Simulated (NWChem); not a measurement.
Species: C4H4S2; SMILES Sc1ccsc1

All runs: NWChem. Pople sets run with spherical d functions. Level PBE/6-31G*: optimisations from one semi-empirical or force-field start; each run changes one setting, and all end within 0.3 mHa of each other. One conformer.

```json
[
 {"setting": "redundant internal coordinates, default thresholds", "optimisation steps": "4"},
 {"setting": "Cartesian coordinates", "optimisation steps": "10"},
 {"setting": "symmetry off", "optimisation steps": "4"},
 {"setting": "loose thresholds", "optimisation steps": "2"}
]
```
